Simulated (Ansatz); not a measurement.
Computed with Ansatz on PBE0-D4/def2-TZVP structures; ΔE is electronic, products minus reactants. CCSD(T)/CBS is the MP2 limit (def2-TZVPP, def2-QZVPP) plus CCSD(T) − MP2 in def2-TZVPP, frozen cores. This one scheme is used for every species. Functionals use def2-TZVPP. B3LYP here is the variant with VWN-RPA as its local correlation; programs differ in this. For Ge outer-core shells are correlated without core-valence functions, which leaves a few kJ/mol of doubt a bond. Scalar relativity is left out up to krypton. Each species was taken in one conformer, which may not be the lowest.

`[SiH3][SiH2][GeH2][GeH2][SiH2][SiH3]` + H–F → `[F][GeH2][SiH2][SiH3]` + `[SiH3][SiH2][GeH3]`  (cleavage of the Ge–Ge bond)

```csv
level,ΔE (kJ/mol)
B3LYP-D4,-5.7
B2PLYP,-20.6
MP2/def2-QZVPP,10.3
MP2/CBS(def2),14.0
```

**Question.** What does CCSD(T)/CBS give? (Best estimate.)

**Answer.** Ansatz gave: +6.5 kJ/mol. The listed levels differ from it by -12.2, -27.1, 3.8, 7.5 kJ/mol.

Largest T1 diagnostic among the species: 0.013.

From PBE to PBE0 (25 % exact exchange), in def2-TZVPP and without D4, ΔE moves by +3.4 kJ/mol. In def2-TZVPP, CCSD(T) changes the Hartree–Fock value by +52.8 kJ/mol (the triples alone add +6.3 kJ/mol) and MP2 by +60.3 kJ/mol. The D4 term adds +27.8 kJ/mol with B3LYP and +16.9 kJ/mol with PBE0; it sums over pairs of atoms, weighted by their polarisabilities, and B3LYP, whose exchange is more repulsive, gets the larger term.
